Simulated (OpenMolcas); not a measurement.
Rh2+ among 4 point charges of -1.5 e arranged as a square (D4h).

```json
{"Program": "OpenMolcas 26.06", "Method": "SS-CASPT2, IPEA 0.25 Eh, imaginary shift 0.1 Eh (closed shells correlated: 4s 4p)", "Basis": "ANO-RCC-VDZP [6s5p3d1f]", "Scalar Hamiltonian": "DKH2, point nucleus", "Active space": "7 electrons in 5 orbitals (4d)", "State averaging": "2S+1 = 4 even, 10 roots; 2S+1 = 2 even, 40 roots", "Spin-orbit coupling": "state interaction with AMFI integrals over the reference wave functions"}
```

All point charges move together. At R = 1.98 Å the first state of the same spin is 3560 cm-1, and at R = 2.34 Å it is 740 cm-1.

Problem. A third run gives 1900 cm-1. What distance was it run at?

Solution. With a power law R^-n the two known points give n = -ln(740 / 3560) / ln(2.34 / 1.98) = 9.40. Then R = 1.98 × (3560 / 1900)^(1/9.40) = 2.117 Å. The run was at 2.14 Å, so the estimate is off by -0.023 Å.

An orbital doublet at a regular site is open to a Jahn-Teller distortion, which this geometry leaves out. Point charges give a weaker field than real ligands, and real ions of this kind are as a rule low spin; the high spin found here belongs to the model. Free-ion shares, where given, are those of the reference states; single-state CASPT2 does not remix them. This shell can be high or low spin here, a state of another spin lies low, and with metal d orbitals alone active their balance is uncertain, so the ground spin may be wrong (holds for R = 1.98). Spin-orbit coupling mixes the spin-free states strongly: the lowest level takes only 56 % from its leading state, 4E (holds for R = 2.34). This is an electrostatic model: the charges have no orbitals. No measured value stands beside these numbers.
